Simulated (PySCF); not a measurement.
Cl₅Nb, SMILES [Cl][Nb-]([Cl])([Cl])([Cl])[Cl] (connectivity only; charge and spin as stated), charge -1, multiplicity 2.

Coordinates come from a PBE-D3(BJ)/def2-SVPD optimisation. A frequency run showed that this geometry is not a minimum. The multiplicity is an assumed one; other spin states were not compared. The def2 effective core potentials stand for the cores of Nb; spin–orbit coupling is left out.

Level of theory: PBE-D3(BJ)/def2-SVPD (PySCF).

Frequencies are harmonic and unscaled.

Problem. Give all harmonic wavenumbers and intensities. (Estimate from the structure and the level; the computed values follow.)

Solution. 
```tsv
mode	ν (cm⁻¹)	IR (km/mol)	moving atoms (share of kinetic energy)
1	56i	38.7	Cl 85 %, Nb 15 %
2	67	0.4	Cl 99 %
3	83	36.0	Cl 80 %, Nb 20 %
4	124	0.4	Cl 98 %
5	136	1.0	Cl 76 %, Nb 24 %
6	142	0.0	Cl 100 %
7	148	1.8	Cl 81 %, Nb 19 %
8	266	0.3	Cl 100 %
9	317	201.5	Cl 56 %, Nb 44 %
10	330	0.0	Cl 100 %
11	335	291.8	Cl 70 %, Nb 30 %
12	369	93.1	Cl 59 %, Nb 41 %
```
